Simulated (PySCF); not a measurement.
HfIH3, SMILES [I][HfH3], multiplicity 1. Geometry: B3LYP-D3(BJ)/def2-TZVP. The multiplicity is an assumed one; other spin states were not compared. The def2 effective core potentials stand for the cores of Hf, I; spin–orbit coupling is left out.

Computed equilibrium geometry at B3LYP-D3(BJ)/def2-TZVP (PySCF confirms it by a frequency run) as Cartesian coordinates in Å, and its point group:
point group C3v.
```xyz
5

Hf     0.0000     0.0000     1.1080
I      0.0000     0.0000    -1.6047
H     -1.4931     0.8620     1.7582
H      0.0000    -1.7240     1.7582
H      1.4931     0.8620     1.7582
```
Charge 0, spin multiplicity 1.
